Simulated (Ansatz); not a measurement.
Consider the ligand exchange at the Si–O bond: `CO[SiH](O)[GeH2][OH]` + HCl → `[OH][GeH2][SiH](O)Cl` + CH₃OH.

Calculated with Ansatz (gas phase, PBE0-D4/def2-TZVP geometries, no zero-point term in ΔE). CCSD(T)/CBS is the MP2 limit (def2-TZVPP, def2-QZVPP) plus CCSD(T) − MP2 in def2-TZVPP, frozen cores. This one scheme is used for every species. DFT in def2-TZVPP. For Ge outer-core shells are correlated without core-valence functions, which leaves a few kJ/mol of doubt a bond. Scalar relativity is left out up to krypton. One conformer a species, not always the lowest.

`CO[SiH](O)[GeH2][OH]`:

```xyz
14

C    -1.693    0.758    1.927
O    -0.555    0.234    1.277
Si   -0.116    0.633   -0.248
O    -1.123    0.083   -1.419
Ge    1.906   -0.547   -0.688
O     1.162   -1.703   -1.864
H    -1.599    0.560    2.996
H    -2.606    0.282    1.559
H    -1.777    1.842    1.779
H    -0.099    2.114   -0.360
H    -0.831   -0.740   -1.830
H     2.528   -1.356    0.470
H     3.041    0.216   -1.406
H     1.760   -2.377   -2.192
```

HCl:

Cartesian coordinates in Å:
```
Cl -0.566 0.260 -0.145
H 0.566 -0.260 0.145
```

`[OH][GeH2][SiH](O)Cl`:

Z-matrix (Å, degrees):
```
Ge
Si 1 2.387
O 1 1.807 2 94.0
H 1 1.543 2 117.5 3 -113.7
H 1 1.541 2 117.0 3 113.7
Cl 2 2.059 1 108.9 3 -106.6
O 2 1.632 1 102.8 3 12.6
H 2 1.478 1 117.7 3 132.6
H 3 0.959 1 114.9 2 172.6
H 7 0.967 2 113.5 1 -18.2
```

CH₃OH:

Cartesian coordinates in Å:
```
C 0.157 -0.075 -0.311
O -0.081 -0.159 1.075
H 0.975 -0.760 -0.537
H 0.461 0.932 -0.622
H -0.715 -0.377 -0.904
H -0.797 0.439 1.298
```

```
             level  ΔE (kcal/mol)
            PBE-D4           -1.1
         r2SCAN-D4            0.1
           PBE0-D4           -0.9
           ωB97M-V            0.6
            B2PLYP            1.1
    MP2/def2-TZVPP            1.3
CCSD(T)/def2-TZVPP            2.0
     HF/def2-QZVPP            1.6
```

What does CCSD(T)/CBS give? (An estimate is asked.)

The calculation gave: +0.9 kcal/mol. The listed levels differ from it by -2.0, -0.8, -1.8, -0.3, 0.2, 0.4, 1.1, 0.7 kcal/mol.

Largest T1 diagnostic among the species: 0.012.
